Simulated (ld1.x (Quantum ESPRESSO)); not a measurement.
Reading a pseudo-wave (oxygen (O))

Columns: radius, all-electron u(r) and pseudo u(r) of the 2s shell (level -23.91 eV) of oxygen in the configuration [He] 2s2 2p4; PBE, non-relativistic, RRKJ scheme, ld1.x (Quantum ESPRESSO) 7.5.

```tsv
r (bohr)	all-electron	pseudo
0.080	0.4073	-0.0735
0.160	0.3499	-0.1532
0.240	0.1211	-0.2450
0.320	-0.1449	-0.3540
0.400	-0.3896	-0.4809
0.480	-0.5910	-0.6178
0.560	-0.7443	-0.7477
0.640	-0.8516	-0.8513
0.720	-0.9191	-0.9190
0.800	-0.9537	-0.9537
0.880	-0.9625	-0.9625
0.960	-0.9516	-0.9516
1.040	-0.9262	-0.9262
1.120	-0.8906	-0.8906
1.200	-0.8483	-0.8483
1.280	-0.8017	-0.8017
1.360	-0.7529	-0.7529
1.440	-0.7034	-0.7034
1.520	-0.6543	-0.6543
1.600	-0.6064	-0.6064
1.680	-0.5603	-0.5603
1.760	-0.5163	-0.5163
1.840	-0.4747	-0.4747
1.920	-0.4356	-0.4356
2.000	-0.3991	-0.3991
2.080	-0.3650	-0.3650
```

How many radial nodes do the two functions have?

The all-electron 2s function has n − l − 1 = 1; the pseudo-wave has 0, since the states of the same l below it are removed with the core.

At about which radius was the pseudo-wave matched?

0.80 bohr. The columns agree to 0.0005 from 0.64 bohr on; several derivatives are matched, so the curves merge somewhat inside the radius.

Is the pseudo-wave norm-conserving?

Yes: the RRKJ scheme keeps the norm inside the radius equal to the all-electron one, which fixes the energy derivative of the logarithmic derivative at the level.
